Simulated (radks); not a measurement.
Values are calculated unless marked as measured or tabulated.
Correlation energies from several functionals, in hartree. Species: Tc2+ [Kr] 4d5; Cd+ [Kr] 4d10 5s1; Ge4+ [Ar] 3d10; F2+ [He] 2s2 2p3; Re+ [Xe] 4f14 5d5 6s1. Level of theory: non-relativistic Kohn-Sham, r2SCAN, spin-polarised, spherical densities, point nucleus; meta-GGA in the generalised Kohn-Sham scheme (a radial shooting solver on a logarithmic mesh with Libxc functionals). Every spin shell is full or empty, so the densities are truly spherical. Functionals are evaluated on that one density, not self-consistently.

functional     Tc2+      Cd+     Ge4+       F2+      Re+
PW92        -3.8607  -4.5078  -2.6730  -0.48664  -7.6104
PZ          -3.8525  -4.5051  -2.6692  -0.47847  -7.6097
Wigner      -2.0912  -2.5021  -1.5134  -0.27778  -3.8547
Chachiyo    -3.8037  -4.4476  -2.6353  -0.47062  -7.5222
PBE         -2.1100  -2.5117  -1.4111  -0.19464  -4.4481
PBEsol      -2.3963  -2.8411  -1.6102  -0.23497  -4.9854
LYP         -2.0264  -2.3922  -1.4042  -0.21790  -3.9429
P86         -2.3882  -2.8420  -1.5989  -0.21465  -4.9967
PW91        -2.2868  -2.7135  -1.5351  -0.21830  -4.7781
AM05        -3.5883  -4.1983  -2.4694  -0.43501  -7.1673
TPSS        -2.1104  -2.5124  -1.4141  -0.20003  -4.4403
SCAN        -2.0978  -2.5039  -1.4011  -0.19571  -4.4936
B95         -2.5514  -3.0507  -1.7081  -0.22214  -5.5021
